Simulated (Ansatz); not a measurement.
Start from `NC[NH][InH2]` and change one atom or group to get `NCN`.

Ansatz, PBE0-D4/def2-TZVP geometries, multiplicity 1. Each molecule was computed in one conformer, which needn't be the lowest. `NC[NH][InH2]` holds a close contact that its SMILES doesn't draw: In···N 2.43 Å.

Elements past krypton have def2 core potentials.

| property | `NC[NH][InH2]` |
| --- | --- |
| HOMO energy (ωB97M-V/def2-TZVPP) / eV | -8.54 |
| LUMO energy (ωB97M-V/def2-TZVPP) / eV | 0.74 |
| size of the dipole moment (ωB97M-V/def2-TZVPP) / D | 3.51 |
| HOMO energy (B3LYP/def2-TZVPP) / eV | -6.00 |
| ideal-gas entropy at 298 K and 1 bar (rigid rotor, harmonic PBE0-D4/def2-TZVP) / J/(mol·K) | 328 |
| HOMO–LUMO gap (B3LYP/def2-TZVPP) / eV | 5.27 |

(1) Give the same properties after the change, and the shifts. (Best estimate.)

## Answers

(1) The calculation gave: 
| property | `NCN` | shift |
| --- | --- | --- |
| HOMO energy (ωB97M-V/def2-TZVPP) / eV | -9.32 | -0.78 |
| LUMO energy (ωB97M-V/def2-TZVPP) / eV | 2.37 | 1.63 |
| size of the dipole moment (ωB97M-V/def2-TZVPP) / D | 1.65 | -1.86 |
| HOMO energy (B3LYP/def2-TZVPP) / eV | -6.66 | -0.66 |
| ideal-gas entropy at 298 K and 1 bar (rigid rotor, harmonic PBE0-D4/def2-TZVP) / J/(mol·K) | 269 | -59 |
| HOMO–LUMO gap (B3LYP/def2-TZVPP) / eV | 7.27 | 2.00 |

With PBE0 the HOMO falls by 0.68 eV and the LUMO rises by 1.45 eV, so the gap widens by about 2.13 eV. PBE moves the HOMO by -0.46 eV and ωB97M-V by -0.78 eV. The zero-point energy changes by -4.1 kJ/mol with -6 modes. Dipoles are sizes alone; their direction can turn.

Positive LUMOs are unbound, so they and the gaps depend on the basis.

B3LYP here is the variant with VWN-RPA as its local correlation; programs differ in this.
